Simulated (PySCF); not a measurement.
FH6PSi2.
InChI=1S/FH6PSi2/c1-2(3)4/h3-4H3

Method: PySCF, TDDFT CAM-B3LYP/def2-SVPD, vertical, gas phase, core orbitals frozen in the response. Geometry: GFN2-xTB; no solvent, vibrations or thermal averaging.

Each state is given a Gaussian of 0.4 eV full width at half maximum, with ε(max) = 2.175×10⁸ f / Δν̃ (Δν̃ the width in cm⁻¹). The width is an assumption, not a result. The curve ends short of the highest state used, and states not computed would add to its high-energy end.

```
λ (nm)  ε (L mol⁻¹ cm⁻¹)
 176.3              1080
 179.9               698
 183.5              1593
 187.1              5468
 190.7             11683
 194.2             15378
 197.8             13468
 201.4              8248
 205.0              3737
 208.5              1374
 212.1               439
 215.7               161
 219.3                75
 222.9                36
 226.4                15
 230.0                 5
 233.6                 1
 237.2                 0
 240.7                 0
 244.3                 0
 247.9                 0
 251.5                 2
 255.1                 7
 258.6                21
 262.2                53
 265.8               114
 269.4               208
 273.0               329
 276.5               450
 280.1               550
 283.7               599
 287.3               585
 290.8               521
 294.4               421
 298.0               313
 301.6               214
 305.2               137
 308.7                83
 312.3                46
 315.9                24
 319.5                12
 323.0                 6
 326.6                 3
 330.2                 1
```

**Question.** Locate the maxima and give the states behind the curve.

**Answer.** 285 nm (4.36 eV), ε about 600, made up of S1 (100%); 195 nm (6.36 eV), ε about 15000, made up of S3 (17%) and S4 (81%) (ε in L mol⁻¹ cm⁻¹; maxima over ε = 5, shares over 10%). At its high-energy end, 7.03 eV, the curve is still rising (ε about 1100, from S6). The states used: S1 4.35 eV (f 0.0089); S2 5.80 eV (f 0.0014); S3 6.23 eV (f 0.054); S4 6.39 eV (f 0.188); S5 6.55 eV (f 0.0064); S6 7.12 eV (f 0.018); S7 7.62 eV (f 0.099); S8 7.63 eV (f 0.019).

**Question.** On this curve, what absorbance would a 10⁻⁴ mol/L sample give at 266 nm over a 1 cm path?

**Answer.** 266 nm is 4.661 eV, where ε is about 120 L mol⁻¹ cm⁻¹, so A = ε c l ≈ 0.012 (Beer–Lambert, with the gas-phase spectrum and the assumed width).

**Question.** Coming from long wavelengths, where does ε first pass 100 L mol⁻¹ cm⁻¹?

**Answer.** At about 307 nm (4.03 eV), 0.32 eV below S1.

**Question.** Does any computed singlet lie in the visible range?

**Answer.** No computed singlet lies in the visible range (380 to 750 nm); the lowest, at 285 nm, stands 1.09 eV above its violet end (3.26 eV).

Rough CPU time on one thread of a shared machine: about 40 s (grids of density and orbitals included).
